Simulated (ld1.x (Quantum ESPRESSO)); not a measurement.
Scattering properties, TM potential for terbium (Tb)

```json
{"Element": "Tb (Z = 65)", "Generator": "ld1.x (Quantum ESPRESSO) 7.5", "Type": "norm-conserving Troullier–Martins (Kleinman–Bylander form)", "Functional": "LDA (PZ)", "Relativity": "scalar-relativistic", "Frozen core": "[Xe] 4f8", "Valence charge": "3", "Reference configuration": "5d1 6s1 6p1", "Partial waves": "6s (bound): rc 3.55 bohr; 5d (bound): rc 2.05 bohr; 6p (bound): rc 4.20 bohr", "Local potential": "the p channel", "Core correction": "a·sin(br)/r model core inside 1.20 bohr"}
```

The phase is arctan(r·u′/u) with u = r·R(r), unwrapped; energies in Ry, scanned from -2 to 5 Ry. A pole is an energy at which the radial function vanishes at the test radius. The pseudo phase is shifted by a multiple of π to meet the all-electron one at the reference energy, and phase errors are pseudo minus all-electron; the curves can meet again beyond the range given. Levels narrower than the energy grid can be missing from the lists of poles.

```json
{"channel": "s", "radius (bohr)": "4.57", "reference energy (Ry)": "-0.38", "poles, all-electron": "-0.02, 2.64", "poles, pseudo": "-0.03, 1.60, 3.92", "unbroken range about the reference energy with phases within 0.05 rad": "below 0.5", "phase error 1 Ry above the reference energy (rad)": "-0.086"}
{"channel": "p", "radius (bohr)": "4.57", "reference energy (Ry)": "-0.15", "poles, all-electron": "0.56, 3.41", "poles, pseudo": "0.52, 2.65", "unbroken range about the reference energy with phases within 0.05 rad": "below 1.0", "phase error 1 Ry above the reference energy (rad)": "-0.027"}
{"channel": "d", "radius (bohr)": "4.57", "reference energy (Ry)": "-0.27", "poles, all-electron": "-0.17, 1.69, 4.81", "poles, pseudo": "-0.17, 2.17", "unbroken range about the reference energy with phases within 0.05 rad": "below 0.2", "phase error 1 Ry above the reference energy (rad)": "+0.756"}
```

Phases in the p channel:

| E (Ry) | all-electron | pseudo |
| --- | --- | --- |
| -2.00 | 1.405 | 1.401 |
| -1.76 | 1.389 | 1.387 |
| -1.52 | 1.371 | 1.369 |
| -1.28 | 1.347 | 1.345 |
| -1.04 | 1.312 | 1.310 |
| -0.80 | 1.254 | 1.252 |
| -0.56 | 1.140 | 1.138 |
| -0.32 | 0.799 | 0.797 |
| -0.08 | -0.598 | -0.599 |
| 0.16 | -1.321 | -1.326 |
| 0.40 | -1.507 | -1.516 |
| 0.64 | -1.599 | -1.614 |
| 0.88 | -1.669 | -1.698 |
| 1.12 | -1.744 | -1.814 |
| 1.36 | -1.860 | -2.116 |
| 1.60 | -2.148 | -3.650 |
| 1.84 | -3.335 | -4.408 |
| 2.08 | -4.266 | -4.573 |
| 2.32 | -4.489 | -4.648 |
| 2.56 | -4.582 | -4.697 |
| 2.80 | -4.635 | -4.736 |
| 3.04 | -4.671 | -4.776 |
| 3.28 | -4.699 | -4.826 |
| 3.52 | -4.723 | -4.909 |
| 3.76 | -4.746 | -5.127 |
| 4.00 | -4.770 | -6.495 |
| 4.24 | -4.799 | -7.511 |
| 4.48 | -4.836 | -7.685 |
| 4.72 | -4.895 | -7.755 |
| 4.96 | -5.012 | -7.795 |
